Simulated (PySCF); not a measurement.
C₁₀H₁₀Cl₂Zr, singlet (GFN2-xTB optimised geometry):

```
23

Zr    -0.122    -0.047     0.000
C      0.300    -1.260     2.125
C     -0.850    -1.851     1.557
C     -1.884    -0.881     1.552
C     -1.369     0.307     2.118
C     -0.017     0.077     2.464
H      1.229    -1.769     2.356
H     -0.961    -2.902     1.314
H     -2.924    -1.060     1.306
H     -1.936     1.203     2.343
H      0.634     0.772     2.984
C     -1.507    -1.526    -1.436
C     -0.156    -1.752    -1.788
C      0.337    -0.570    -2.397
C     -0.695     0.389    -2.390
C     -1.834    -0.191    -1.778
H     -2.207    -2.281    -1.100
H      0.365    -2.702    -1.745
H      1.307    -0.456    -2.865
H     -0.656     1.368    -2.854
H     -2.819     0.258    -1.726
Cl    -0.242     2.281     0.000
Cl     2.207    -0.047     0.000
```

Method: PySCF with B3LYP/def2-SVP, def2 effective core potentials past Kr.

Question: What are the frontier orbital energies and the dipole moment?

Answer: HOMO-2 -7.00 eV, HOMO-1 -6.84 eV, HOMO -6.44 eV, LUMO -1.81 eV, LUMO+1 -0.58 eV; dipole moment 4.51 D.
